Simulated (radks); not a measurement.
Values are calculated unless marked as measured or tabulated.
How relativity changes the ionisation of the indium ion In+ ([Kr] 4d10 5s2) to In2+ ([Kr] 4d10 5s1). Spin-unpolarised spherical Kohn-Sham, PBE, point nucleus unless stated (finite: rms radius 4.6156 fm), a radial shooting solver on a logarithmic mesh with Libxc functionals. A level marked "c x" has the speed of light scaled by that factor.

level,E(In+) (hartree),E(In2+) (hartree),IE (eV),HOMO,<r> HOMO (bohr)
non-rel.,-5741.88991,-5741.21448,18.379,5s,2.579
scalar-rel.,-5881.43891,-5880.73203,19.235,5s,2.482
"scalar-rel., finite nucleus",-5881.29699,-5880.59013,19.235,5s,2.482
Dirac,-5883.01701,-5882.31012,19.236,5s1/2,2.482
"Dirac, finite nucleus",-5882.87470,-5882.16783,19.235,5s1/2,2.483
"Dirac, c x 1.5",-5802.38810,-5801.69947,18.739,5s1/2,2.537
"Dirac, c x 2",-5775.50914,-5774.82643,18.578,5s1/2,2.555
"Dirac, c x 3",-5756.70481,-5756.02619,18.466,5s1/2,2.568

NIST Atomic Spectra Database: 18.870 eV (measured). The relativistic part of the total energy of In+ is -141 hartree (Dirac, finite nucleus), 2.5 % of the non-relativistic value. Spin polarisation and multiplet splitting of open shells are left out at every level.

Beside tabulated values, note that relativity, absent from the non-relativistic runs, is large for the heavy elements, and spin-unpolarised runs miss the spin-polarisation part of the exchange energy of open shells.
